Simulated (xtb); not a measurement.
C$_{4}$H$_{10}$O$_{2}$, charge +1, doublet, from a rough starting geometry (a state made from the parent by changing its charge; the spin is typed, not shown lowest); GFN2-xTB in xtb 6.7.1.

xtb was given this input:
```
$ xtb mol.xyz --gfn 2 --chrg 1 --uhf 1 --opt vtight --json

# file mol.xyz
16

C      2.55790908     0.48850650    -0.01172249
O      1.39517292    -0.17681053     0.41657315
C      0.18493200     0.16167829    -0.27600838
C     -0.97379115    -0.51091454     0.30617538
C     -2.28390342    -0.26515232    -0.47843001
O     -1.14407819    -0.18131157     1.62297840
H      2.42309146     1.54074462     0.08319591
H      3.34657826     0.14116913     0.57029869
H      2.77692013     0.16095205    -1.03551782
H      0.00769871     1.23056504    -0.25049619
H      0.37769927    -0.13942281    -1.33163103
H     -0.75265104    -1.64948445     0.24725810
H     -2.46240895     0.78980162    -0.44848721
H     -2.16563265    -0.55821688    -1.49987170
H     -3.08937073    -0.82365509     0.00752608
H     -0.26385494    -0.28714325     2.02084636
```

Q: Write the output that xtb gives for this input, abridged.

A: 
```
   ID    Z sym.   atoms
    1    6 C      1, 3-5
    2    8 O      2, 6
    3    1 H      7-16

           -------------------------------------------------
          |                Calculation Setup                |
           -------------------------------------------------

           -------------------------------------------------
          |                 G F N 2 - x T B                 |
           -------------------------------------------------

          ...................................................
          :                      SETUP                      :
          :.................................................:
          :  # basis functions                  34          :
          :  # atomic orbitals                  34          :
          :  # shells                           22          :
          :  # electrons                        37          :
          :  max. iterations                   250          :
          :  Hamiltonian                  GFN2-xTB          :
          :  restarted?                      false          :
          :  GBSA solvation                  false          :
          :  PC potential                    false          :
          :  electronic temp.          300.0000000     K    :
          :  accuracy                    1.0000000          :
          :  -> integral cutoff          0.2500000E+02      :
          :  -> integral neglect         0.1000000E-07      :
          :  -> SCF convergence          0.1000000E-05 Eh   :
          :  -> wf. convergence          0.1000000E-03 e    :
          :  Broyden damping             0.4000000          :
          :  net charge                          1          :
          :  unpaired electrons                  1          :
          ...................................................

 iter      E             dE          RMSdq      gap      omega  full diag
   1    -21.4524695 -0.214525E+02  0.369E+00   10.36       0.0  T
   2    -21.4203620  0.321075E-01  0.269E+00   10.08       1.0  T
   3    -21.4321764 -0.118144E-01  0.233E+00    9.45       1.0  T
   4    -21.4571925 -0.250161E-01  0.134E+00   10.19       1.0  T
   5    -21.4656772 -0.848466E-02  0.998E-01   10.40       1.0  T
   6    -21.4596351  0.604210E-02  0.115E+00   10.20       1.0  T
   7    -21.4872678 -0.276327E-01  0.322E-01   10.39       1.0  T
   8    -21.4863254  0.942417E-03  0.369E-01   10.40       1.0  T
   9    -21.4828822  0.344322E-02  0.525E-01   10.37       1.0  T
  10    -21.4894744 -0.659226E-02  0.573E-02   10.40       1.0  T
  11    -21.4895479 -0.734866E-04  0.119E-02   10.40       2.1  T
  12    -21.4895511 -0.316212E-05  0.158E-03   10.40      15.8  T
  13    -21.4895511  0.200878E-07  0.135E-03   10.40      18.5  T
  14    -21.4895506  0.420139E-06  0.436E-03   10.40       5.7  T
  15    -21.4895510 -0.364166E-06  0.201E-03   10.40      12.4  T
  16    -21.4895511 -0.980014E-07  0.279E-04   10.40      89.6  T
  17    -21.4895511  0.276867E-09  0.301E-04   10.40      83.1  T

   *** convergence criteria satisfied after 17 iterations ***

         :::::::::::::::::::::::::::::::::::::::::::::::::::::
         ::                     SUMMARY                     ::
         :::::::::::::::::::::::::::::::::::::::::::::::::::::
         :: total energy             -21.259560262370 Eh    ::
         :: gradient norm              0.109534285795 Eh/a0 ::
         :: HOMO-LUMO gap             10.400317298600 eV    ::
         ::.................................................::
         :: SCC energy               -21.489544053613 Eh    ::
         :: -> isotropic ES            0.111346822698 Eh    ::
         :: -> anisotropic ES         -0.004221121748 Eh    ::
         :: -> anisotropic XC          0.005154433461 Eh    ::
         :: -> dispersion             -0.006680026573 Eh    ::
         :: repulsion energy           0.229983791243 Eh    ::
         :: add. restraining           0.000000000000 Eh    ::
[...]
 * total energy  :   -21.2862610 Eh     change       -0.3668746E-06 Eh
 * total energy  :   -21.2862614 Eh     change       -0.3280403E-06 Eh
 * total energy  :   -21.2862617 Eh     change       -0.3476700E-06 Eh
 * total energy  :   -21.2862621 Eh     change       -0.3420183E-06 Eh
 * total energy  :   -21.2862623 Eh     change       -0.2464958E-06 Eh
 * total energy  :   -21.2862624 Eh     change       -0.1491939E-06 Eh
 * total energy  :   -21.2862626 Eh     change       -0.1066405E-06 Eh
 * total energy  :   -21.2862627 Eh     change       -0.1061874E-06 Eh
 * total energy  :   -21.2862628 Eh     change       -0.1236565E-06 Eh
 * total energy  :   -21.2862629 Eh     change       -0.1354927E-06 Eh
 * total energy  :   -21.2862630 Eh     change       -0.1260681E-06 Eh
 * total energy  :   -21.2862631 Eh     change       -0.9952977E-07 Eh
   *** GEOMETRY OPTIMIZATION CONVERGED AFTER 63 ITERATIONS ***
         :: total energy             -21.286263143804 Eh    ::
[...]
        29                          0.0124161               0.3379
        30                          0.0234498               0.6381
       ...                                ...                  ...
        34                          0.1364233               3.7123
      -------------------------------------------------------------
                  HL-Gap            0.3627498 Eh            9.8709 eV
             Fermi-level           -0.5073209 Eh          -13.8049 eV

     #   Z          covCN         q      C6AA      α(0)
     1   6 C        3.644    -0.001    20.948     6.579
     2   8 O        1.705    -0.142    16.449     5.476
     3   6 C        3.672     0.062    19.768     6.373
     4   6 C        3.700     0.138    18.501     6.151
     5   6 C        3.753    -0.144    23.330     6.888
     6   8 O        1.659    -0.304    19.078     5.896
     7   1 H        0.924     0.145     1.427     1.868
     8   1 H        0.923     0.126     1.567     1.958
     9   1 H        0.924     0.093     1.854     2.129
    10   1 H        0.924     0.142     1.446     1.880
    11   1 H        0.924     0.102     1.763     2.076
    12   1 H        0.923     0.088     1.902     2.157
    13   1 H        0.925     0.117     1.640     2.002
    14   1 H        0.925     0.092     1.858     2.132
    15   1 H        0.924     0.138     1.474     1.899
    16   1 H        0.804     0.348     0.592     1.208

 Mol. C6AA /au·bohr⁶  :       1507.479728
 Mol. C8AA /au·bohr⁸  :      31690.224045
 Mol. α(0) /au        :         56.672725

Wiberg/Mayer (AO) data.
largest (>0.10) Wiberg bond orders for each atom

 ---------------------------------------------------------------------------
     #   Z sym  total        # sym  WBO       # sym  WBO       # sym  WBO
 ---------------------------------------------------------------------------
     1   6 C    3.904 --     2 O    1.009     9 H    0.970     7 H    0.923
                             8 H    0.909
     2   8 O    2.403 --     3 C    1.166     1 C    1.009
     3   6 C    3.894 --     2 O    1.166    11 H    0.946    10 H    0.934
                             4 C    0.712
     4   6 C    3.910 --     6 O    1.147     5 C    1.025    12 H    0.925
                             3 C    0.712
     5   6 C    3.967 --     4 C    1.025    14 H    0.978    13 H    0.958
                            15 H    0.911
     6   8 O    2.241 --     4 C    1.147    16 H    0.859
     7   1 H    0.973 --     1 C    0.923
     8   1 H    0.981 --     1 C    0.909
     9   1 H    0.991 --     1 C    0.970
    10   1 H    0.979 --     3 C    0.934
    11   1 H    0.989 --     3 C    0.946
    12   1 H    0.991 --     4 C    0.925
    13   1 H    0.985 --     5 C    0.958
    14   1 H    0.992 --     5 C    0.978
    15   1 H    0.978 --     5 C    0.911
    16   1 H    0.879 --     6 O    0.859
 ---------------------------------------------------------------------------

Topologies differ in total number of bonds
Writing topology from bond orders to xtbtopo.mol

molecular dipole:
                 x           y           z       tot (Debye)
 q only:        0.567      -0.198      -0.020
   full:        0.818      -0.318      -0.029       2.232
molecular quadrupole (traceless):
                xx          xy          yy          xz          yz          zz
 q only:        9.195       1.566      -6.118       1.440      -1.517      -3.077
  q+dip:        6.656       1.284      -4.578       1.797      -2.484      -2.078
   full:        7.138       1.471      -4.926       1.773      -2.550      -2.213

optimized geometry written to: xtbopt.xyz

           -------------------------------------------------
          | TOTAL ENERGY              -21.286263143804 Eh   |
          | GRADIENT NORM               0.000033580048 Eh/α |
          | HOMO-LUMO GAP               9.870925310497 eV   |
           -------------------------------------------------

normal termination of xtb
```
